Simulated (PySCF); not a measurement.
PySCF job for B(H)(NH2)2 (BH5N2), SMILES NBN, B3LYP/pcJ-1. Coordinates come from a B3LYP-D3(BJ)/def2-TZVP optimisation. Other conformers were not sampled.

```python
import numpy as np
from pyscf import gto, scf, dft
from pyscf.prop.ssc import rks as ssc

mol = gto.M(
    atom='''
    B     0.00000000    0.00000000   -0.49896066
    H     0.00000000    0.00000000   -1.69435629
    N     0.00000000   -1.24004033    0.17625066
    H     0.00000000   -2.11430970   -0.31616490
    H     0.00000000   -1.34289653    1.17699010
    N     0.00000000    1.24004033    0.17625066
    H     0.00000000    1.34289653    1.17699010
    H     0.00000000    2.11430969   -0.31616490
    ''',
    basis='pcJ-1',
    charge=0,
    spin=0,
    max_memory=1600,
    verbose=3,
)
mf = dft.RKS(mol, xc='b3lyp')
mf.grids.level = 3
mf.conv_tol = 1e-10
mf.max_cycle = 100
mf.kernel()
j = ssc.SSC(mf)
j.with_fcsd = True
j.max_cycle_cphf = 80
j.conv_tol = 1e-7
e11 = j.kernel()
```

It prints:

```
converged SCF energy = -137.467144489794
Reduced spin-spin coupling constant K (Hz)
               #0        #1        #2        #3        #4
        0 B    0.00000
        1 H   13.70278   0.00000
        2 N   32.52046   2.29938   0.00000
        3 H    0.25433   0.15015  28.09989   0.00000
        4 H    0.00378   0.40373  26.56192  -0.05246   0.00000
        5 N   32.51362   2.29998   3.02031   1.62025   0.58578
        6 H    0.00390   0.40372   0.58266  -0.01244   0.01172
        7 H    0.25422   0.15015   1.61983   0.08681  -0.01255
               #5        #6        #7
        5 N    0.00000
        6 H   26.56183   0.00000
        7 H   28.10090  -0.05249   0.00000
Spin-spin coupling constant J (Hz)
               #0        #1        #2        #3        #4
        0 B    0.00000
        1 H  137.19199   0.00000
        2 N   23.53553   5.18577   0.00000
        3 H    2.54631   4.68453  63.37328   0.00000
        4 H    0.03782  12.59639  59.90472  -1.63667   0.00000
        5 N   23.53058   5.18712   0.49238   3.65412   1.32111
        6 H    0.03906  12.59609   1.31407  -0.38815   0.36580
        7 H    2.54529   4.68482   3.65317   2.70835  -0.39146
               #5        #6        #7
        5 N    0.00000
        6 H   59.90452   0.00000
        7 H   63.37556  -1.63766   0.00000
```

The calculation finished and met its thresholds.
